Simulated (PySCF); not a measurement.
## Electron affinity of Co by level of theory

Co⁻ [Ar] 3d8 4s2 (3F) → Co [Ar] 3d7 4s2 (4F), as a difference of total energies. Computed with PySCF 2.14 in aug-cc-pVTZ-DK, with scalar relativity by spin-free X2C-1e. Correlated levels: valence: [Ar] frozen. The calculations carry no spin-orbit coupling.

```
           method  electron affinity (eV)
              UHF                  -2.050
    MP2 (valence)                   0.458
SCS-MP2 (valence)                   0.322
   CCSD (valence)                  -0.011
CCSD(T) (valence)                   0.305
```

The reference lies between the lowest fine-structure levels, while these numbers refer to the centres of the terms.

Errors of the correlated levels include the incompleteness of this basis and the frozen core.

A negative affinity means that the anion lies above the atom at that level of theory.

The coupled-cluster amplitudes are large for Co⁻ (T1 above 0.03 or a double amplitude above 0.15), so a single reference is strained.

For comparison: 0.662 eV (measured; photodetachment measurements, as compiled on the Wikipedia data page of electron affinities).
